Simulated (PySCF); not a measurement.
Excitations are Tamm–Dancoff values on a coarser integration grid. The basis has no diffuse functions, so Rydberg states are missing or too high.

Cartesian coordinates (Å):
```xyz
10

Se     0.2243    -1.4169    -1.3787
In    -1.7856     0.2676    -0.5895
Se    -0.1973     1.5419     1.2418
In     1.8870     0.2029     0.0745
H      0.0086    -2.3657    -0.2783
H     -2.9037    -0.6780     0.2982
H     -1.9402     1.3856    -1.8763
H     -0.4040     0.5304     2.2866
H      2.5907    -0.7748     1.2916
H      2.5203     1.3070    -1.0699
```
Charge 0, multiplicity 1.

Problem. What LUMO, T1 excitation (TDA), total energy, HOMO–LUMO gap and dipole moment does PySCF with CAM-B3LYP-D3(BJ)/def2-TZVP // CAM-B3LYP-D3(BJ)/def2-SVP give?

Solution. 
The LUMO is -0.21 eV and the T1 excitation (TDA) comes out as 5.37 eV. The total energy is -5187.2667 Ha and the HOMO–LUMO gap is 8.48 eV. The dipole moment comes out as 1.05 D.
